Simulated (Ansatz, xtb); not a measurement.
**Two structures of CH4ISi−**

Structure X: a singlet given by its coordinates. Structure Y: `C[SiH-]I`, a singlet. Both are isolated ions in the gas phase, relaxed with B3LYP-D3(BJ)/def2-SVPD.

X (Å):

```json
{"atom": "C", "x (Å)": "-0.2043", "y (Å)": "-0.0852", "z (Å)": "-1.1771"}
{"atom": "I", "x (Å)": "-2.5073", "y (Å)": "-1.0642", "z (Å)": "2.1092"}
{"atom": "Si", "x (Å)": "-0.2662", "y (Å)": "-0.0363", "z (Å)": "0.5632"}
{"atom": "H", "x (Å)": "-0.3825", "y (Å)": "1.3059", "z (Å)": "1.2002"}
{"atom": "H", "x (Å)": "-0.7692", "y (Å)": "0.6357", "z (Å)": "-1.7780"}
{"atom": "H", "x (Å)": "0.0395", "y (Å)": "-1.0146", "z (Å)": "-1.7030"}
{"atom": "H", "x (Å)": "0.6986", "y (Å)": "-0.9001", "z (Å)": "1.3007"}
```

Close contacts (Å): C1–Si3 1.74, I2–Si3 2.91, C1–H5 1.10, C1–H6 1.10, Si3–H4 1.49, Si3–H7 1.49.

Y (Å):

```xyz
7

C    -1.2136    1.1292    0.3548
I     1.1579   -0.8415    2.1064
Si   -1.4345   -0.6416    1.1666
H    -1.2075    1.9213    1.1211
H    -2.0901    1.3089   -0.2976
H    -0.3059    1.2384   -0.2593
H    -1.0842   -1.4221   -0.1182
```

Energies in hartree; the thermal terms are from B3LYP-D3(BJ)/def2-SVPD harmonic frequencies (ideal gas, rigid rotor, one conformer each, 298.15 K, 1 atm) and include the zero-point energy:

```
                               X           Y
E, CCSD(T)/def2-SVPD  −626.142017  −626.162517
    E, MP2/def2-SVPD  −626.089293  −626.106331
  E, MP2/def2-TZVPPD  −626.659936  −626.675567
   zero-point energy     0.040518     0.043383
        H(298 K) − E     0.046816     0.049615
        G(298 K) − E     0.010218     0.013053
```

Problem. Correct the CCSD(T) difference for the basis set by the MP2 change, then work out ΔE, ΔE₀, ΔH and ΔG for X → Y in kcal/mol (1 Eh = 627.51 kcal/mol) and the equilibrium ratio [Y]/[X].

Solution. 1. Differences Y − X: CCSD(T) −0.020500, MP2 in the small set −0.017038, MP2 in the large set −0.015631 Eh.
2. ΔE = −0.020500 + (−0.015631 − (−0.017038)) = −0.019093 Eh = −11.98 kcal/mol.
3. ΔE₀ = ΔE + ΔZPE = −0.019093 + (+0.002865) Eh = −10.18 kcal/mol.
4. ΔH = ΔE + (+0.002799) Eh = −10.22 kcal/mol.
5. ΔG = ΔE + (+0.002835) Eh = −10.20 kcal/mol, so ΔS = (ΔH − ΔG)/T = −0.3 J/(mol K).
6. kT = 0.9442 mEh, so K = [Y]/[X] = exp(−ΔG/kT) = exp(+17.22) ≈ 3.0 × 10^7.

Structure Y is favoured at this temperature. An error of 1 kcal/mol in ΔG would change K by a factor of 5.4. GFN2-xTB gave ΔE the other sign. Mirror images and further conformers aren't counted.

Other levels gave ΔE = +0.7 (GFN2-xTB); −45.8 (HF/STO-3G, GFN2-xTB geometries); −10.3 (r2SCAN-D4/def2-SVPD, GFN2-xTB geometries); −11.9 (B3LYP-D3(BJ)/def2-SVPD); −13.7 (HF/def2-SVPD); −10.7 (MP2/def2-SVPD); −12.9 (CCSD(T)/def2-SVPD) kcal/mol. The correlated steps freeze 10 core orbitals; the filled d shell of I is correlated, in a basis made for valence electrons. Atoms past krypton carry core potentials in the def2 sets, without spin–orbit terms. Programs: Ansatz 0.2.0, xtb 6.7.1.
